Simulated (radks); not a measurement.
Initial-state core-level shifts of the ytterbium ion Yb+ when its valence configuration changes from [Xe] 4f14 6s1. Method: Dirac Kohn-Sham, PBE, spin-unpolarised, spherical densities, finite nucleus; open shells fill j = l - 1/2 first; Fermi nuclear charge, rms radius 5.3108 fm; computed with a radial shooting solver on a logarithmic mesh with Libxc functionals. Shifts are changes of the shell-averaged eigenvalues in eV (positive: less bound); the change of the density at the nucleus, which sets a Mossbauer isomer shift, is in e/bohr^3, on a base of 1.027e+06.

valence                3s       4p       4d      5s  density at nucleus
4f13 6s2          -10.015   -9.718   -9.527  -6.474              +109.9
4f14 5d1           +1.428   +1.461   +1.481  +1.633               -49.2
4f13 6s1 6p1      -11.227  -10.938  -10.748  -7.707               +56.9
4f12 5d2 6s1      -16.713  -15.781  -15.283  -8.206               +95.4
4f13 5d2           -5.909   -5.558   -5.331  -2.159               -12.6
4f13.5 5d1 6p0.5   -3.423   -3.282   -3.179  -1.711               -30.2
4f13.5 6s1 6p0.5   -5.328   -5.220   -5.137  -3.774               +26.1
4f13 5d1 6s1       -7.766   -7.441   -7.230  -4.127               +43.6
4f14 6p1           -1.226   -1.240   -1.245  -1.301               -45.9
